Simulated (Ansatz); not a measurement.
# InCl2O (SMILES [O][In]([Cl])[Cl]): the energy, rung by rung

The species is InCl2O (4 atoms), meant as a doublet with charge 0. SMILES: `[O][In]([Cl])[Cl]`. Geometry: optimised at wB97X-V/def2-SVP.

Each level gives the adiabatic electron affinity (to the singlet anion, shapes relaxed at wB97X-V/def2-SVP, no zero-point term) (eV). The values are calculated.

The electron affinity is E(neutral) − E(anion): positive where the electron is bound.

| level | kind | program | value (eV) | less CCSD(T)/def2-SVP | CPU time (all runs) |
| --- | --- | --- | --- | --- | --- |
| UHF/def2-SVP (core potential) | Hartree–Fock | Ansatz | 0.96 | -1.74 | 7.2 s |
| U-r2SCAN/def2-SVP (core potential) | meta-GGA | Ansatz | 3.16 | +0.46 | 15 s |
| UPBE0-D4/def2-SVP (core potential) | global hybrid | Ansatz | 3.01 | +0.31 | 8.9 s |
| U-wB97M-V/def2-SVP (core potential) | range-separated hybrid | Ansatz | 2.95 | +0.25 | 33 s |
| UB2PLYP/def2-SVP (core potential) | double hybrid | Ansatz | 3.07 | +0.37 | 14 s |
| RPA@PBE/def2-SVP (core potential) | RPA | Ansatz | 2.81 | +0.11 | 14 s |
| UMP2/def2-SVP (core potential) | perturbation theory | Ansatz | 3.05 | +0.35 | 7.7 s |
| UCCSD(T)/def2-SVP (core potential) | coupled cluster or CI | Ansatz | 2.70 | 0.00 | 19 s |

UCCSD(T)/def2-SVP (core potential) is the highest level here, not the true value. Spin-orbit coupling, which can split open shells on such heavy atoms by tenths of an eV, is left out. The values span 0.96 to 3.16 eV. In the correlated wave-function rows the outer d shell of In is correlated, in sets not made for it. CPU times are rough (shared hosts, several kinds of processor): they show what a rung costs within a factor of a few.
